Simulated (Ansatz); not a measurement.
The first iterations of a band of ClF₃H₄NOTa (11 atoms, charge 0, multiplicity 1).

All numbers below come from RKS PBE-D4/def2-SVP (Ansatz 0.2.0).

- movable images: 7
- climbing image: yes
- spring: 5.0 eV/Å²
- optimiser: quadratic models (default)
- start path: through a guess of the saddle point
- force threshold: 0.03 eV/Å
- iteration limit: 60
- end points: relaxed

Initial state:

```xyz
11
Properties=species:S:1:pos:R:3
Ta -0.045 0.053 0.310
Cl 2.273 0.610 0.486
F -0.334 0.472 2.142
F 0.158 -0.320 -1.553
N -0.898 1.751 -0.178
H -1.252 2.435 0.500
H -1.035 2.077 -1.141
F -1.438 -1.257 0.390
O 0.992 -1.974 0.806
H 0.577 -2.810 0.517
H 1.955 -2.012 0.639
```

Final state:

```xyz
11
Properties=species:S:1:pos:R:3
Ta -0.804 -0.475 0.347
Cl 3.087 0.446 1.150
F -0.546 0.077 2.142
F -0.966 -0.932 -1.500
N -0.573 1.388 -0.228
H -0.329 2.151 0.413
H -0.533 1.686 -1.208
F -2.562 -1.094 0.682
O 0.797 -1.580 0.442
H 1.148 -2.095 -0.308
H 2.235 -0.547 0.987
```

| iteration | highest image above the first end (eV) | largest band force component (eV/Å) |
| --- | --- | --- |
| 1 | 4.575 | 10.188 |
| 2 | 2.035 | 2.342 |
| 3 | 1.297 | 2.277 |
| 4 | 0.985 | 1.418 |
| 5 | 0.936 | 1.515 |
| 6 | 0.934 | 1.554 |

**Question.** Does the band converge within its limit, and where does its top end?

**Answer.** It converged. It ended after 18 iterations with the highest image 0.922 eV above the first end. A vibrational analysis at the climbing image gives one clearly imaginary mode, 73i cm⁻¹: a first-order saddle point. The orbitals stay closed-shell, which can raise the energy where a bond breaks towards radicals; this wasn't checked here.

Time of the run: 5.1 min on 4 threads of Arm Neoverse V1 (shared host), peak memory 0.22 GiB.
